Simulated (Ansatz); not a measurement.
System: KI, charge 0, singlet. KI (SMILES [K][I]).
B3LYP-D3(BJ)/def2-TZVP minimum from Ansatz (a program for electronic structure):
```xyz
2

K      0.0000     0.0000    -2.2761
I      0.0000     0.0000     0.8160
```
Charge 0, spin multiplicity 1.

Total energies in hartree (Ansatz). Open shells are spin-unrestricted; no spin-orbit coupling. Cores are frozen in correlated methods (noble-gas shells, and filled d and f shells in the p block). Past Kr the def2 sets carry scalar-relativistic core potentials. Where a partner has so few electrons that a lower coupled-cluster level is exact, that level stands in. Spin-orbit terms, left out, reach several kcal/mol for Br and I, and more for heavier atoms.

| species | HF/def2-TZVPP | CCSD(T)/def2-TZVPP | HF/def2-QZVPP | CCSD(T)/def2-QZVPP | CCSDT(Q)/def2-QZVPP |
|---|---|---|---|---|---|
| 1: KI (SMILES [K][I]) | -895.90854 | -896.07268 | -895.92153 | -896.10971 | -896.11052 |
| 2: K (doublet) | -599.15335 | -599.15335 | -599.16459 | -599.16459 | -599.16459 |
| 3: I (doublet) | -296.65857 | -296.79430 | -296.65973 | -296.81374 | -296.81455 |

Work out the atomisation energy (electronic, to ground-state atoms) in kcal/mol: take Hartree-Fock from def2-QZVPP, extrapolate the CCSD(T) correlation energy as X^-3 (X = 3, 4), and add CCSDT(Q) - CCSD(T) in def2-QZVPP. 1 hartree = 627.51 kcal/mol.


Species 1: correlation (64·(-0.18818) - 27·(-0.16414))/37 = -0.20572; step -0.00081; E1 = -895.92153 + (-0.20572) + (-0.00081) = -896.12806
Species 2: correlation (64·(0.00000) - 27·(0.00000))/37 = 0.00000; step +0.00000; E2 = -599.16459 + (0.00000) + (+0.00000) = -599.16459
Species 3: correlation (64·(-0.15401) - 27·(-0.13573))/37 = -0.16735; step -0.00081; E3 = -296.65973 + (-0.16735) + (-0.00081) = -296.82789
-1·E1 +1·E2 +1·E3 = 0.13558 hartree = 85.1 kcal/mol.
